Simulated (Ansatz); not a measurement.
`C[Si](C)(C)C#Cc1cnc(-c2cnc(-c3cnc(-c4cnc(-c5cnc(-c6cnc(C#C[Si](C)(C)C)s6)s5)s4)s3)s2)s1`. The state is a triplet with charge 0. Geometry PBE-D4/def2-SVP, that of the neutral singlet; atoms count from 1.

```xyz
66

C   -12.609    8.507   -1.892
Si  -11.656    8.318   -3.513
C   -11.137   10.003   -4.189
C   -12.689    7.377   -4.786
C   -10.125    7.337   -3.163
C    -9.108    6.674   -2.920
C    -7.954    5.922   -2.643
C    -7.764    4.904   -1.700
N    -6.532    4.345   -1.650
C    -5.713    4.890   -2.537
C    -4.339    4.498   -2.713
C    -3.363    4.973   -3.594
N    -2.144    4.392   -3.517
C    -2.122    3.451   -2.582
C    -0.949    2.667   -2.283
C     0.301    2.768   -2.902
N     1.261    1.925   -2.456
C     0.812    1.144   -1.485
C     1.608    0.150   -0.818
C     1.290   -0.743    0.209
N     2.283   -1.565    0.623
C     3.401   -1.347   -0.060
C     4.628   -2.066    0.154
C     5.868   -1.943   -0.483
N     6.849   -2.770   -0.059
C     6.419   -3.563    0.915
C     7.262   -4.546    1.553
C     8.605   -4.797    1.248
N     9.217   -5.765    1.967
C     8.392   -6.306    2.853
C     8.706   -7.340    3.760
C     8.971   -8.246    4.559
Si    9.443   -9.609    5.725
C     9.127  -11.258    4.859
C    11.277   -9.403    6.130
C     8.384   -9.452    7.281
S     6.753   -5.609    2.832
S     4.730   -3.316    1.368
S     3.276   -0.077   -1.283
S    -0.886    1.423   -1.061
S    -3.652    3.231   -1.728
S    -6.447    6.166   -3.513
H   -13.543    9.084   -2.056
H   -12.884    7.518   -1.474
H   -12.001    9.042   -1.134
H   -12.030   10.624   -4.407
H   -10.507   10.550   -3.458
H   -10.556    9.895   -5.128
H   -12.128    7.243   -5.733
H   -12.968    6.373   -4.409
H   -13.623    7.932   -5.014
H    -8.561    4.560   -1.026
H    -3.542    5.776   -4.326
H     0.503    3.487   -3.708
H     0.297   -0.802    0.681
H     6.069   -1.222   -1.290
H     9.145   -4.243    0.467
H     9.728  -11.341    3.932
H     8.058  -11.367    4.586
H     9.400  -12.102    5.526
H    11.469   -8.430    6.624
H    11.616  -10.211    6.811
H    11.892   -9.447    5.208
H     7.305   -9.551    7.042
H     8.649  -10.247    8.009
H     8.539   -8.470    7.772
```

Single mean-field runs in def2-SVP are fitted with def2-universal-jkfit. At PBE0-D4/def2-SVP a singlet of charge 0 lies 1.80 eV below the triplet at the same geometry.

Q: Estimate the Mulliken populations of the heavy atoms from the PBE0/def2-SVP orbitals of Ansatz.

A: 
```
atom  charge (e)  spin (α − β)
  C1       -0.33          0.00
 Si2        0.53          0.00
  C3       -0.33          0.00
  C4       -0.33          0.00
  C5       -0.39          0.10
  C6        0.15         -0.06
  C7       -0.19          0.12
  C8        0.14         -0.05
  N9       -0.17          0.09
 C10       -0.04         -0.07
 C11       -0.12          0.23
 C12        0.10         -0.06
 N13       -0.17          0.13
 C14       -0.06          0.00
 C15       -0.11          0.25
 C16        0.13          0.12
 N17       -0.17          0.03
 C18       -0.04          0.23
 C19       -0.11          0.05
 C20        0.10          0.26
 N21       -0.17         -0.07
 C22       -0.04          0.24
 C23       -0.12         -0.07
 C24        0.09          0.17
 N25       -0.17         -0.06
 C26       -0.04          0.14
 C27       -0.12         -0.06
 C28        0.11          0.09
 N29       -0.13         -0.04
 C30       -0.11          0.08
 C31        0.22         -0.04
 C32       -0.40          0.07
Si33        0.53          0.00
 C34       -0.33          0.00
 C35       -0.33          0.00
 C36       -0.33          0.00
 S37        0.16          0.00
 S38        0.19          0.01
 S39        0.16          0.04
 S40        0.11          0.08
 S41        0.18          0.06
 S42        0.16          0.04
```
Mulliken values depend strongly on the basis.

Q: Where does the spin sit?

A: Summed by element: C 1.73, Si -0.01, N 0.07, S 0.23, H -0.03, of 2 unpaired in all. Largest on single atoms: C20 0.26, C15 0.25, C22 0.24.

Q: And the Mayer bond orders between heavy atoms (over 0.3, the first 40 of 47)?

A: C1–Si2 1.03 (1.89 Å); Si2–C3 1.03 (1.89 Å); Si2–C4 1.03 (1.89 Å); Si2–C5 0.83 (1.85 Å); C5–C6 2.71 (1.24 Å); C6–C7 1.08 (1.40 Å); C7–C8 1.42 (1.40 Å); C7–S42 1.10 (1.76 Å); C8–N9 1.39 (1.35 Å); N9–C10 1.60 (1.32 Å); C10–C11 1.20 (1.44 Å); C10–S42 1.09 (1.77 Å); C11–C12 1.34 (1.40 Å); C11–S41 1.13 (1.75 Å); C12–N13 1.48 (1.35 Å); N13–C14 1.51 (1.33 Å); C14–C15 1.28 (1.44 Å); C14–S41 1.05 (1.77 Å); C15–C16 1.23 (1.40 Å); C15–S40 1.12 (1.75 Å); C16–N17 1.54 (1.35 Å); N17–C18 1.46 (1.32 Å); C18–C19 1.34 (1.44 Å); C18–S40 1.00 (1.77 Å); C19–C20 1.25 (1.40 Å); C19–S39 1.10 (1.75 Å); C20–N21 1.49 (1.35 Å); N21–C22 1.53 (1.33 Å); C22–C23 1.24 (1.44 Å); C22–S39 1.05 (1.77 Å); C23–C24 1.36 (1.40 Å); C23–S38 1.12 (1.75 Å); C24–N25 1.43 (1.35 Å); N25–C26 1.60 (1.33 Å); C26–C27 1.15 (1.44 Å); C26–S38 1.10 (1.77 Å); C27–C28 1.42 (1.40 Å); C27–S37 1.14 (1.74 Å); C28–N29 1.39 (1.35 Å); N29–C30 1.61 (1.33 Å).
